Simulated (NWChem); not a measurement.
Program: NWChem. System: Cl4Ge, charge 0, spin multiplicity 1, at a geometry optimised with PBE0/def2-SVP. The structure started from a generated list of species. Level: MP2/def2-TZVP, 29 core orbitals frozen.

Job file:

```
start mol
memory heap 200 mb stack 900 mb global 1100 mb
geometry units angstroms nocenter noautoz
  Cl     1.736666     0.000000    -1.227619
  Ge     0.000000     0.000000     0.000032
  Cl    -1.736666     0.000000    -1.227619
  Cl     0.000000    -1.736662     1.227589
  Cl     0.000000     1.736662     1.227589
  symmetry group C2v
end
basis spherical
  * library def2-tzvp
end
scf
  rhf
  nopen 0
  maxiter 100
  thresh 1e-7
  semidirect memsize 60000000 filesize 0
end
mp2
  freeze core 29
end
task mp2 energy
```

Output (cleaned and shortened):

```
             Northwest Computational Chemistry Package (NWChem) 7.3.0
             --------------------------------------------------------

                                NWChem Input Module
                                -------------------

 Scaling coordinates for geometry "geometry" by  1.889725989
 (inverse scale =  0.529177249)

 Turning off AUTOSYM since
 SYMMETRY directive was detected!

                             Geometry "geometry" -> ""
                             -------------------------

 Output coordinates in angstroms (scale by  1.889725989 to convert to a.u.)

  No.       Tag          Charge          X              Y              Z
 ---- ---------------- ---------- -------------- -------------- --------------
    1 Cl                  17.0000     1.73666600     0.00000000    -1.22761900
    2 Ge                  32.0000     0.00000000     0.00000000     0.00003200
    3 Cl                  17.0000    -1.73666600     0.00000000    -1.22761900
    4 Cl                  17.0000     0.00000000    -1.73666200     1.22758900
    5 Cl                  17.0000     0.00000000     1.73666200     1.22758900

 Effective nuclear repulsion energy (a.u.)     805.6463843240

            Nuclear Dipole moment (a.u.)
            ----------------------------
        X                 Y               Z
 ---------------- ---------------- ----------------
     0.0000000000     0.0000000000     0.0000075589

      Symmetry information
      --------------------

 Group name             C2v
 Group number             16
 Group order               4
 No. of unique centers     3

      Symmetry unique atoms

     1    2    4


 Summary of "ao basis" -> "" (spherical)
 ------------------------------------------------------------------------------
       Tag                 Description            Shells   Functions and Types
 ---------------- ------------------------------  ------  ---------------------
 *                         def2-tzvp                  on all atoms

 Summary of "ao basis" -> "ao basis" (spherical)
 ------------------------------------------------------------------------------
[...]
  Active beta occupied  =     21
  Active alpha virtual  =    146
  Active beta virtual   =    146
  Use MO symmetry       = T
  Use skeleton AO sym   = T

  AO/Fock/Back tols     =   1.0D-09  1.0D-09  1.0D-09

 GA uses MA = F    GA memory limited = T

 Available:
  local mem=  1.26D+08
 global mem=  1.44D+08
 local disk=  0.00D+00
  mp2_memr nvloc                   146
  nvloc new                   146
   1 passes of  21:        5242880                     231607                 179824001.
   1 passes of  21: M    126141676           G      144102368           F     120898796.
  mp2_memr nvloc                   146
  nvloc new                   146
   2 passes of  11:        5242880                     158636                  94224785.
   2 passes of  11: M    126141676           G      144102368           F     120898796.

 Semi-direct pass number   1 of   2  for RHF alpha+beta  at       10.1s
  vrange nnbf                 17244
  mp2_eaftype                   359  avail_ma_in_mb                  1099
 EAF : mp2_eaftype filesize         359   47112392.
  mp2_eaf for mointskh                    359
Node 0 wrote    221.6 Mb in      0.1 s     Agg I/O rate:  2569.7 Mb/s
 Done moints_semi at       33.9s
  mp2_eaftype                   359  avail_ma_in_mb                   740
 EAF : mp2_eaftype filesize         359   47112392.
  mp2_eaf for kh                   359
 Done maket at       34.9s
 Semi-direct pass number   2 of   2  for RHF alpha+beta  at       34.9s
  vrange nnbf                 17244
  mp2_eaftype                   359  avail_ma_in_mb                   740
 EAF : mp2_eaftype filesize         359   47112392.
  mp2_eaf for mointskh                    359
Node 0 wrote    201.4 Mb in      0.1 s     Agg I/O rate:  2786.7 Mb/s
 Done moints_semi at       65.2s
  mp2_eaftype                   359  avail_ma_in_mb                   740
 EAF : mp2_eaftype filesize         359   47112392.
  mp2_eaf for kh                   359
 Done maket at       65.8s
 Done multipass loop at       65.8s

          -------------------------------------------
          SCF energy               -3913.602989738866
          Correlation energy          -0.976815584375
          Singlet pairs               -0.573895021644
          Triplet pairs               -0.402920562731
          Total MP2 energy         -3914.579805323241
          -------------------------------------------

          ---------------------------------------------------
                    Spin Component Scaled (SCS) MP2
          Same spin pairs                     -0.268613708487
          Same spin scaling factor             0.333333333333
          Opposite spin pairs                 -0.708201875888
          Opposite spin scaling fact.          1.200000000000
          SCS-MP2 correlation energy          -0.939380153894
          Total SCS-MP2 energy             -3914.542369892761
          ---------------------------------------------------

 -----------------------
 Performance information
 -----------------------

 Timer overhead =  1.88D-07 seconds/call

               Nr. of calls         CPU time (s)                 Wall time (s)                GFlops
             ---------------    -------------------     ------------------------------   -------------------
Name         Min   Avg   Max    Min     Avg     Max     Min     Avg     Max   Mx/calls   Min     Max     Sum
mp2: moin     2     2     2    54.     54.     54.      54.     54.     54.     27.      0.0     0.0     0.0
mp2: make     2     2     2    1.6     1.6     1.6      1.6     1.6     1.6    0.78      0.0     0.0     0.0
mp2: tota     1     1     1    56.     56.     56.      56.     56.     56.     56.      0.0     0.0     0.0

 The average no. of pstat calls per process was 5.00D+00
 with a timing overhead of 9.42D-07s

 Task  times  cpu:       65.8s     wall:       65.8s

 Total times  cpu:       65.8s     wall:       65.8s
```
